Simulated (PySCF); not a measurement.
## Atomic charges against the basis set

Compound: C2H8FNSi.
SMILES with atom numbers: `[CH3:1][N:2]([CH3:3])[SiH2:4][F:5]` (hydrogens: H6, H7, H8 on C1; H9, H10, H11 on C3; H12, H13 on Si4)

PBE0 throughout (PySCF), one geometry, spherical d and f functions. Isolated species at its PBE0-D3(BJ)/def2-SVP geometry (one conformer only). Atoms taken as equivalent share a column and are averaged.

Mulliken charges (e):

| basis | functions | C1/C3 | N2 | Si4 | F5 | H6 (×6) | H12/H13 |
| --- | --- | --- | --- | --- | --- | --- | --- |
| STO-3G | 37 | -0.151 | -0.427 | +0.809 | -0.257 | +0.074 | -0.134 |
| 6-31G | 65 | -0.288 | -0.795 | +1.090 | -0.459 | +0.173 | -0.149 |
| pcSseg-0 | 65 | -0.371 | -1.071 | +1.189 | -0.497 | +0.228 | -0.124 |
| 6-31G* | 90 | -0.368 | -0.516 | +0.815 | -0.407 | +0.178 | -0.111 |
| cc-pVDZ | 114 | +0.034 | -0.421 | +0.593 | -0.327 | +0.046 | -0.093 |
| def2-SVP | 114 | +0.075 | -0.560 | +0.741 | -0.357 | +0.043 | -0.114 |
| 6-311+G(2d,p) | 191 | -0.434 | -0.386 | +1.018 | -0.450 | +0.140 | -0.078 |
| aug-cc-pVDZ | 191 | +0.727 | -0.384 | +0.158 | -0.643 | -0.190 | +0.279 |
| def2-TZVP | 209 | -0.305 | -0.176 | +0.473 | -0.340 | +0.126 | -0.050 |
| IGLO-III | 264 | -0.346 | -0.229 | +1.122 | -0.502 | +0.115 | -0.196 |
| cc-pVTZ | 266 | -0.193 | -0.154 | +0.433 | -0.307 | +0.090 | -0.063 |

IAO charges (e):

```tsv
basis	functions	C1/C3	N2	Si4	F5	H6 (×6)	H12/H13
STO-3G	37	-0.313	-0.433	+0.958	-0.377	+0.124	-0.132
6-31G	65	-0.319	-0.460	+0.983	-0.523	+0.143	-0.109
pcSseg-0	65	-0.300	-0.484	+1.008	-0.508	+0.137	-0.119
6-31G*	90	-0.294	-0.497	+1.118	-0.540	+0.134	-0.150
cc-pVDZ	114	-0.293	-0.488	+1.104	-0.539	+0.133	-0.146
def2-SVP	114	-0.283	-0.491	+1.123	-0.537	+0.130	-0.153
6-311+G(2d,p)	191	-0.304	-0.505	+1.144	-0.556	+0.138	-0.152
aug-cc-pVDZ	191	-0.302	-0.492	+1.112	-0.552	+0.137	-0.143
def2-TZVP	209	-0.302	-0.508	+1.160	-0.557	+0.137	-0.157
IGLO-III	264	-0.304	-0.508	+1.155	-0.557	+0.138	-0.155
cc-pVTZ	266	-0.304	-0.504	+1.146	-0.553	+0.137	-0.153
```

Some averages cover members that differ in this geometry, most widely: H6 (×6), Mulliken in aug-cc-pVDZ -0.368 to -0.065 e.

Problem. Which scheme is steadiest as the basis changes?

Solution. Largest range over the bases for any column: IAO 0.20 e, Mulliken 1.16 e. IAO charges move least and Mulliken charges most, counted in e. Without the minimal STO-3G basis the ranges are IAO 0.18, Mulliken 1.16 e.

Problem. How much do the charges still move between the two largest bases, IGLO-III and cc-pVTZ?

Solution. At most, over all atoms: Mulliken 0.689 e, IAO 0.009 e.

Problem. What do the same runs give for the total energy, the frontier levels and the dipole moment?

Solution. 
```
        basis  energy (Eh)  HOMO (eV)  LUMO (eV)  μ (D)
       STO-3G    -518.3151      -3.39       7.63   0.65
        6-31G    -524.6677      -6.65       1.40   2.51
     pcSseg-0    -523.9112      -6.77       1.51   2.36
       6-31G*    -524.7767      -6.66       1.51   2.02
      cc-pVDZ    -524.7991      -6.71       1.29   2.11
     def2-SVP    -524.5323      -6.77       1.31   2.08
6-311+G(2d,p)    -524.8875      -6.88       0.17   2.15
  aug-cc-pVDZ    -524.8219      -6.84      -0.15   2.10
    def2-TZVP    -524.9141      -6.87       0.74   2.08
     IGLO-III    -524.9188      -6.86       0.55   2.06
      cc-pVTZ    -524.9036      -6.83       0.84   2.04
```

The dipole is fixed by the density alone, so its range of 1.86 D shows that the density itself changes with the basis, not only its division among atoms.
